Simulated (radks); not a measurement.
Task: Species: Ar+. Configuration: [Ne] 3s2 3p5. Method: scalar-relativistic Kohn-Sham, r2SCAN, spin-polarised, spherical densities, finite nucleus; open shells are filled with parallel spins first; meta-GGA in the generalised Kohn-Sham scheme; Fermi nuclear charge, rms radius 3.4274 fm; computed with a radial shooting solver on a logarithmic mesh with Libxc functionals. Some entries of the table are withheld. Estimate them.

| orbital | occ. | eigenvalue (Ry) | r(max) (bohr) | <r^2> (bohr^2) |
|---|---|---|---|---|
| 1s up | 1 | -231.5400 | 0.05608 | 0.009894 |
| 1s down | 1 | -231.5179 | 0.05607 | 0.009892 |
| 2s up | 1 | -23.27108 | 0.3379 | 0.2018 |
| 2s down | 1 | -23.26084 | 0.3381 | 0.2018 |
| 2p up | 3 | -18.18334 | 0.2809 | 0.1756 |
| 2p down | 3 | -18.16042 | 0.2811 | 0.1756 |
| 3s up | 1 | -2.83219 | 1.164 | 2.168 |
| 3s down | 1 | -2.72195 | 1.166 | 2.198 |
| 3p up | 3 | (1) | 1.261 | 2.802 |
| 3p down | 2 | (2) | 1.267 | 2.879 |

Result: 
(1) 3p up eigenvalue (Ry): -1.70508
(2) 3p down eigenvalue (Ry): -1.60272
